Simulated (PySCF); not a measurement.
GaH₃Se₂, SMILES [SeH][GaH][SeH].

Geometry: B3LYP-D3(BJ)/def2-SVP. The structure was generated by enumeration; whether it is a known compound was not checked. Other conformers were not sampled.

Two levels are set side by side: TDA-PBE/def2-SVPD (PySCF) and TDA-LC-ωPBE/def2-SVPD (PySCF). Vertical, same geometry. The lowest singlet is HOMO→LUMO+1 100 % with PBE and HOMO→LUMO+2 44 %, HOMO→LUMO+1 38 % with the other functional; states are paired by order. Differences are taken from unrounded values.

```tsv
quantity	TDA-LC-ωPBE	TDA-PBE	TDA-PBE minus TDA-LC-ωPBE
lowest singlet excitation (eV)	5.30	4.34	-0.96
lowest triplet excitation (TDA) (eV)	4.89	3.77	-1.12
first bright state (f over 0.05) (eV)	5.55	4.40	-1.15
its oscillator strength	0.05	0.06	0.01
```

A lower first singlet is the usual sign of a functional without exact exchange. Differences between two approximate levels are no errors against the true value.

Rough cost on one machine, each run with all the roots and properties that it gave: TDA-LC-ωPBE against TDA-PBE about 2 times.
